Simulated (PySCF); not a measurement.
## How good is the calculation?

Geometry (Å), atoms numbered from 1 in this order:
```xyz
19

O     2.5083   -1.0945   -0.2825
C     1.7566    0.0714   -0.4860
C     0.4555    0.0921    0.2969
C    -0.4639   -1.1020    0.0212
C    -1.8366   -0.5981    0.4500
C    -1.8675    0.8295   -0.1000
C    -0.4159    1.3388    0.0190
H     2.7037   -1.1583    0.6582
H     1.5278    0.1077   -1.5649
H     2.3440    0.9852   -0.2580
H     0.7114    0.0793    1.3743
H    -0.4653   -1.3215   -1.0617
H    -0.1399   -2.0205    0.5311
H    -2.6685   -1.2209    0.0870
H    -1.8996   -0.5837    1.5520
H    -2.5904    1.4759    0.4197
H    -2.1718    0.8049   -1.1588
H    -0.3086    2.0810    0.8241
H    -0.0957    1.8433   -0.9076
```

What is known from experiment: δ 13C C3 41.2; C4/C7 28.3; C5/C6 24.5 ppm (measured; solution, not stated per compound (mostly CDCl3 or CCl4); Pretsch, Buehlmann, Badertscher, Structure Determination of Organic Compounds, 4th ed. (2009)).

PySCF calculation with PBE0-D3(BJ)/def2-SVP structure and shieldings: GIAO PBE0/pcSseg-1; gas phase, no relativistic terms, single conformer, fast rotation and ring inversion assumed for equivalent nuclei.

**Question.** What does the calculation give, and how does it compare?

**Answer.** 
Reference values: measured (solution, not stated per compound (mostly CDCl3 or CCl4); Pretsch, Buehlmann, Badertscher, Structure Determination of Organic Compounds, 4th ed. (2009)).
| atoms | quantity | reference | computed | computed, scaled |
| --- | --- | --- | --- | --- |
| C3 | δ 13C | 41.2 | 47.1 | 44.9 |
| C4/C7 | δ 13C | 28.3 | 31.5 | 29.8 |
| C5/C6 | δ 13C | 24.5 | 28.7 | 27.1 |

Computed shifts are σ(ref) − σ with the named reference compound (TMS for H and C) calculated as an isolated molecule at the same level. The measured values may be among those fitted. Shieldings were converted by linear fits to measured shifts (mostly CDCl3, TMS scale, for H and C): 13C (scatter 1.9 ppm rms, 2.3 ppm with the 23 outliers that the fit left out). Occasional misses reach two or three times the rms, and more in compound classes unlike the fitted ones.

**Question.** How far are the unscaled 13C shifts from the references?

**Answer.** Mean signed difference +4.43 ppm, mean absolute 4.43 ppm over 3 comparisons; the largest is +5.9 ppm at C3 (sp3 CH in a ring).

3 of the 6 published NMR values on file for this molecule are compared.

The carbons averaged at δ 31.5 differ by 9 ppm in this conformer.
